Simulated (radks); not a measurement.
Radial electron density D(r) = 4 pi r^2 rho(r) of an atom or ion with 28 electrons. Calculated with a radial shooting solver on a logarithmic mesh with Libxc functionals: non-relativistic Kohn-Sham, exchange-only PBE, spin-polarised, spherical densities, point nucleus.

```
   r/bohr * D(r) (the largest magnitude, 66, reaches the edge; | marks zero)
 0.002865 |   *
 0.003205 |    *
 0.003585 |    *
 0.004009 |      *
 0.004485 |       *
 0.005016 |        *
  0.00561 |          *
 0.006275 |            *
 0.007075 |               *
 0.007914 |                 *
 0.008852 |                    *
 0.009901 |                       *
  0.01107 |                           *
  0.01239 |                              *
  0.01385 |                                 *
   0.0155 |                                    *
  0.01733 |                                       *
  0.01939 |                                         *
  0.02169 |                                           *
  0.02426 |                                           *
  0.02713 |                                           *
  0.03035 |                                          *
  0.03394 |                                         *
  0.03796 |                                       *
  0.04246 |                                      *
   0.0475 |                                     *
  0.05312 |                                     *
  0.05942 |                                      *
  0.06646 |                                         *
  0.07434 |                                            *
  0.08315 |                                                *
    0.093 |                                                    *
    0.104 |                                                      *
   0.1164 |                                                      *
   0.1301 |                                                    *
   0.1456 |                                                *
   0.1628 |                                           *
   0.1821 |                                      *
   0.2037 |                                   *
   0.2278 |                                  *
   0.2569 |                                    *
   0.2873 |                                       *
   0.3214 |                                        *
   0.3595 |                                        *
   0.4021 |                                     *
   0.4497 |                               *
    0.503 |                        *
   0.5626 |                 *
   0.6293 |          *
   0.7039 |     *
   0.7873 |  *
   0.8806 |*
    0.985 |*
    1.102 *
    1.232 *
    1.378 *
```

What is the nuclear charge?

Answer. Z = 43. The innermost maximum, from 1s, lies near 1/Z = 0.0233 bohr (found: 0.0254), and its height grows with Z. The density is that of the technetium ion Tc15+ in [Ar] 3d10; the configuration itself is not fixed sharply by these data, and Z only to a few units. D(r) has 3 maxima, at r = 0.0254, 0.110, 0.334 bohr, and minima at 0.0502, 0.221 bohr, inside which lie 2.05, 11.29 electrons.
